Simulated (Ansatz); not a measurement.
Ansatz (a quantum-chemistry and plane-wave program) input:

Ansatz 0.2 input:
```yaml
crystal:
  periodic: [false, false, false]
  atoms:
    - {symbol: C, position_ang: [-0.55982290, -0.38935176, -0.14055642]}
    - {symbol: C, position_ang: [0.69609575, -0.53485567, -0.05058747]}
    - {symbol: O, position_ang: [-0.12653497, 0.88358548, 0.18310703]}
    - {symbol: H, position_ang: [-1.54471547, -0.78451446, -0.32373956]}
    - {symbol: H, position_ang: [1.73935815, -0.73892478, 0.00574662]}
basis:
  gaussian:
    orbitals: aug-cc-pVDZ
magnetization: {spin_polarized: false}
correlation: {method: ccsd_t, electrons: outside_noble_gas}
output: {forces: true}
```

### Question
Predict the final energy.

### Answer
-152.11162 Eh (CCSD(T)/aug-cc-pVDZ). The basis has 87 functions.
